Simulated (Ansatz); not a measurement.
Breaking the H–H spacing in H8 chain (multiplicity 1 held). Energies count from the point at 0.900 Å.
Geometry at that point (charge 0, multiplicity 1):
```xyz
8

H      0.00000     0.00000     0.00000
H      0.00000     0.00000     0.90000
H      0.00000     0.00000     1.80000
H      0.00000     0.00000     2.70000
H      0.00000     0.00000     3.60000
H      0.00000     0.00000     4.50000
H      0.00000     0.00000     5.40000
H      0.00000     0.00000     6.30000
```

R- and RO- levels are restricted; in cc, def2 and unpolarised 6-31G sets they are followed outwards from rest. Active spaces are followed from rest. Curves can end on different states.

The values were computed with Ansatz (Gaussian orbitals). Values without a source in brackets are computed.

R-PBE/cc-pVTZ gives 517.48 kcal/mol for the energy at R = 3.600 Å.

Q: How do the other levels lie against it? Give each less PBE: R-r2SCAN/cc-pVTZ, R-wB97X-V/cc-pVTZ, R-MP2/cc-pVTZ, SC-NEVPT2 on CASSCF(8,8)/cc-pVTZ, FIC-MRCISD+Q on CASSCF(8,8)/cc-pVTZ.

A: R-r2SCAN/cc-pVTZ 35.81; R-wB97X-V/cc-pVTZ 135.34; R-MP2/cc-pVTZ -52.76; SC-NEVPT2 on CASSCF(8,8)/cc-pVTZ -205.57; FIC-MRCISD+Q on CASSCF(8,8)/cc-pVTZ -189.77 kcal/mol. 2 of 5 lie above PBE; the widest gap is to SC-NEVPT2 on CASSCF(8,8)/cc-pVTZ.

Doubts at one or more of the structures used: a restricted determinant that unrestricted orbitals would lower (R-PBE/cc-pVTZ, R-r2SCAN/cc-pVTZ, R-wB97X-V/cc-pVTZ, R-MP2/cc-pVTZ).

Ansatz is an electronic-structure program.
